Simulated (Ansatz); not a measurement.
Cartesian coordinates (Å):
```xyz
5

F      1.3687    -0.6881    -0.3090
Si    -0.0380     0.0191     0.0086
H     -0.5969    -0.5905     1.2324
H      0.2042     1.4623     0.2095
H     -0.9380    -0.2028    -1.1415
```
Charge +1, spin multiplicity 2.

The numbers are results of frozen-core CCSD(T)/cc-pVQZ // B3LYP-D3(BJ)/def2-TZVP run with Ansatz (a quantum-chemistry and plane-wave program), not measurements. The geometry is that of the parent before the electron was removed.

```
Quantity                       Result
----------------------  -------------
HF energy               -389.78893 Ha
MP2 correlation energy    -0.39473 Ha
```

Problem. Estimate the CCSD correlation energy, the (T) correction, the total energy and the T1 diagnostic.

Solution. 
```yaml
CCSD correlation energy: -0.41359 Ha
"(T) correction": -0.01431 Ha
CCSD(T) total energy: -390.21683 Ha
T1 diagnostic: 0.031
```
